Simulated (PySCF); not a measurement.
Two species compared at the same levels of theory.

First species: C7H10OSSi.
SMILES with atom numbers: `[CH2:1]=[C:2]1[CH:3]=[CH:4]/[C:5]1=[CH:6]\[S:7][SiH2:8][O:9][CH3:10]` (hydrogens: H11, H12 on C1; H13 on C3; H14 on C4; H15 on C6; H16, H17 on Si8; H18, H19, H20 on C10)

Second species: C8H8NPS.
InChI=1S/C8H8NPS/c1-2-10(5-4-9)8-3-6-11-7-8/h2-3,6-7H,1,5H2

Levels: PBE0/pcSseg-1 for dipole moment, HOMO energy, LUMO energy and HOMO–LUMO gap; GFN2-xTB for rotational constant A and rotational constant C. Geometries: GFN2-xTB. All species are isolated and taken at one optimised geometry, non-relativistic unless stated; the electronic structure was computed with PySCF and density fitting.

The conformers computed, where there is a choice (atom-mapped SMILES and torsion angles):
- `[CH2:1]=[C:2]1[CH:3]=[CH:4]/[C:5]1=[CH:6]\[S:7][SiH2:8][O:9][CH3:10]`: C5–C6–S7–Si8 -11°, C6–S7–Si8–O9 -177°, S7–Si8–O9–C10 50°
- `[CH2:1]=[CH:2][P:3]([CH2:4][C:5]#[N:6])[c:7]1[cH:8][cH:9][s:10][cH:11]1`: C1–C2–P3–C4 -29°, C2–P3–C4–C5 -161°, C2–P3–C7–C8 -164°

(1) Which of the two has the higher HOMO energy, and by how much?

(2) Which has the higher dipole moment?

(3) Which of the two has the higher LUMO energy, and by how much?

(4) Which has the higher rotational constant A?

(5) Which has the higher HOMO–LUMO gap?

(6) Which of the two has the higher rotational constant C, and by how much?

Results:

(1) The first: -6.17 eV against -6.98 eV, a difference of 0.81 eV.

(2) The second: 3.87 D against 1.31 D, a difference of 2.56 D.

(3) The second: -0.96 eV against -1.12 eV, a difference of 0.16 eV.

(4) The first: 2.779 GHz against 1.133 GHz, a difference of 1.646 GHz.

(5) The second: 6.02 eV against 5.05 eV, a difference of 0.97 eV.

(6) The second: 0.491 GHz against 0.393 GHz, a difference of 0.098 GHz.

On the first: In atomic units the dipole is 0.52 e·bohr (1 au = 2.5417 D).

On the second: The dipole equals about 12.9 × 10⁻³⁰ C·m (1 D = 3.33564 × 10⁻³⁰ C·m).
